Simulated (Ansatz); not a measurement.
Geometry optimisation, Ansatz 0.2.0, RKS PBE-D4/def2-SVP.

The input (input.yaml):

```yaml
crystal:
  periodic: [false, false, false]
  atoms:
    - { symbol: C, position_ang: [-1.1455, 1.2525, 0.9933] }
    - { symbol: Si, position_ang: [0.5464, 0.6741, 0.8914] }
    - { symbol: C, position_ang: [0.6093, -1.0021, 0.0873] }
    - { symbol: C, position_ang: [1.92467, -1.62397, 0.04736] }
    - { symbol: "N", position_ang: [2.29687, -2.67802, 0.63485] }
    - { symbol: H, position_ang: [-1.6246, 1.429, -0.0192] }
    - { symbol: H, position_ang: [-1.211, 2.2733, 1.4827] }
    - { symbol: H, position_ang: [-1.7909, 0.6228, 1.5362] }
    - { symbol: H, position_ang: [1.3791, 1.6728, 0.183] }
    - { symbol: H, position_ang: [1.0997, 0.5984, 2.2943] }
    - { symbol: H, position_ang: [-0.06301, -1.6806, 0.66819] }
    - { symbol: H, position_ang: [0.1455, -0.94, -0.88773] }
    - { symbol: H, position_ang: [2.72285, -1.06916, -0.70394] }
    - { symbol: H, position_ang: [3.25996, -2.89077, 0.40559] }
basis:
  gaussian: { orbitals: def2-SVP }
hamiltonian:
  xc: pbe
  dispersion: d4
relax:
  f_tol: 0.015
  max_steps: 40
output:
  orbitals: {}
```

Command:

```bash
$ ansatz run input.yaml --threads 2 --pin off --max-ram 3072MiB --backend cpu --events-out ev --progress --plain --runs-dir out
```

Problem. Where does it end, and by what steps?

Solution. The forces met the threshold. After 12 steps the energy has fallen by 0.480 eV; H13 moved furthest, 0.20 Å.

```json
{"step": "0", "energy less start (eV)": "0.0000", "largest force component (eV/Å)": "2.947", "accepted": "yes"}
{"step": "1", "energy less start (eV)": "-0.3819", "largest force component (eV/Å)": "1.564", "accepted": "yes"}
{"step": "2", "energy less start (eV)": "-0.4517", "largest force component (eV/Å)": "0.723", "accepted": "yes"}
{"step": "3", "energy less start (eV)": "-0.4070", "largest force component (eV/Å)": "0.405", "accepted": "no"}
{"step": "4", "energy less start (eV)": "-0.4761", "largest force component (eV/Å)": "0.133", "accepted": "yes"}
{"step": "5", "energy less start (eV)": "-0.4774", "largest force component (eV/Å)": "0.067", "accepted": "yes"}
{"step": "6", "energy less start (eV)": "-0.4781", "largest force component (eV/Å)": "0.033", "accepted": "yes"}
{"step": "7", "energy less start (eV)": "-0.4792", "largest force component (eV/Å)": "0.040", "accepted": "yes"}
{"step": "8", "energy less start (eV)": "-0.4797", "largest force component (eV/Å)": "0.056", "accepted": "yes"}
{"step": "9", "energy less start (eV)": "-0.4799", "largest force component (eV/Å)": "0.019", "accepted": "yes"}
{"step": "10", "energy less start (eV)": "-0.4799", "largest force component (eV/Å)": "0.030", "accepted": "yes"}
{"step": "11", "energy less start (eV)": "-0.4800", "largest force component (eV/Å)": "0.019", "accepted": "yes"}
{"step": "12", "energy less start (eV)": "-0.4800", "largest force component (eV/Å)": "0.004", "accepted": "yes"}
```

```xyz
14
Properties=species:S:1:pos:R:3
C -1.195 1.342 0.990
Si 0.558 0.638 0.946
C 0.571 -1.064 0.073
C 1.952 -1.627 -0.048
N 2.373 -2.565 0.719
H -1.594 1.482 -0.035
H -1.211 2.327 1.500
H -1.880 0.662 1.537
H 1.474 1.575 0.197
H 1.100 0.471 2.340
H -0.061 -1.761 0.662
H 0.115 -0.919 -0.931
H 2.588 -1.141 -0.832
H 3.359 -2.783 0.493
```

Time of the run: 18 s on 2 threads of INTEL(R) XEON(R) PLATINUM 8581C CPU @ 2.10GHz (Emerald Rapids), on a shared host, peak memory 0.18 GiB.
